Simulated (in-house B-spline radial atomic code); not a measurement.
Configurations of Sr⁴⁺, with energies counted from [Ar] 3d10 4s2 4p4. Computed with an all-electron radial atomic-structure program (B-spline basis): non-relativistic B97-1, spin-polarised, spherical fractional occupations, point nucleus. Shells without spins written out take the highest spin.

Caution: exact exchange at fractional occupations of open shells leaves self-interaction of up to several eV.

Occupations are held fixed; configurations that lie above the ionisation limit could autoionise.

```
                                                       configuration  E - E(ref) (eV)  highest orbital  its <r> (bohr)
                                               [Ar] 3d10 4s1 4p4 4d1           43.019            4d up           1.807
                                               [Ar] 3d10 4s1 4p4 4f1           65.038            4f up            2.93
                                                    [Ar] 3d9 4s2 4p5           125.08          4p down           1.415
                                                [Ar] 3d9 4s2 4p4 5p1           167.52            5p up           3.121
                                                [Ar] 3d9 4s2 4p4 5f1           183.69            5f up            5.33
[Ne] 3s2 3p(3 up, 2 down) 3d10 4s2 4p(2 up, 2 down) 5d(1 up, 0 down)           303.07            5d up           3.928
                                       [Ne] 3s2 3p5 3d10 4s2 4p4 5f1           307.92            5f up           5.329
```

(1) Order these further configurations by energy, lowest first.
A. [Ar] 3d10 4s1 4p4 5f1
B. [Ne] 3s2 3p(3 up, 2 down) 3d10 4s2 4p(3 up, 1 down) 5f(0 up, 1 down)
C. [Ar] 3d10 4s(0 up, 1 down) 4p(1 up, 3 down) 5p(0 up, 1 down)
D. [Ar] 3d10 4s2 4p3 5f1
E. [Ne] 3s2 3p5 3d10 4s2 4p4 5d1

(2) How far above the reference does [Ar] 3d10 4s2 4p(2 up, 2 down) lie?

(3) How far above the reference does [Ne] 3s2 3p(3 up, 2 down) 3d10 4s2 4p(1 up, 3 down) 5s(1 up, 0 down) lie?

(4) How far above the reference does [Ar] 3d10 4s2 4p3 5d1 lie?

Answers

(1) D (53.608 eV), C (57.157 eV), A (72.961 eV), E (300.14 eV), B (308.2 eV).

(2) 2.3756 eV; its least bound orbital is 4p up with <r> = 1.455 bohr.

(3) 286.48 eV; its least bound orbital is 5s up with <r> = 2.808 bohr.

(4) 46.06 eV; its least bound orbital is 5d up with <r> = 3.97 bohr.
